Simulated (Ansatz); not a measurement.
Two isomers of CH6ClFSi2: A = `C[Si](F)([SiH3])Cl`, B = `C[SiH](Cl)[SiH2]F`.

Calculated with Ansatz (gas phase, PBE0-D4/def2-TZVP geometries, no zero-point term in ΔE). CCSD(T)/CBS adds triple-zeta CCSD(T) − MP2 to the extrapolated MP2 energy (def2 sets, frozen cores). Functionals use def2-TZVPP. B3LYP here is the variant with VWN-RPA as its local correlation; programs differ in this. One conformer a species, not always the lowest.

(1) Which isomer does CCSD(T)/CBS put lower? Give the gap. (Best estimate.)

(2) Give E(B) − E(A) in kJ/mol with B2PLYP, PBE0-D4, r2SCAN-D4, B3LYP, PBE-D4, CCSD(T)/def2-TZVPP, ωB97M-V. (Estimate.)

(3) Does the order hold for the free energy at 298.15 K (harmonic terms from PBE0-D4)? (Best estimate.)

Largest T1 diagnostic: 0.011.

Results:

(1) Ansatz gave: A, by 23.6 kJ/mol.

(2) The calculation gave: B2PLYP 23.2, PBE0-D4 25.4, r2SCAN-D4 27.5, B3LYP 22.6, PBE-D4 26.2, CCSD(T)/def2-TZVPP 24.9, ωB97M-V 25.8. None reverses the order clearly.

(3) Computed: Yes: G(B) − G(A) = +24.3 kJ/mol, for one conformer each. Modes under 60 cm⁻¹, often nearly free rotors, make the harmonic entropy too high.

Leaving LDA and LC-ωPBE aside and taking each functional with its dispersion term where it has one, the values, not all of them listed here, spread over 5.1 kJ/mol, from B2PLYP to B97M-V. LDA lies +5.2 kJ/mol from PBE without D4. In def2-TZVPP, CCSD(T) changes the Hartree–Fock value by +5.7 kJ/mol (the triples alone add +1.0 kJ/mol) and MP2 by +4.4 kJ/mol.
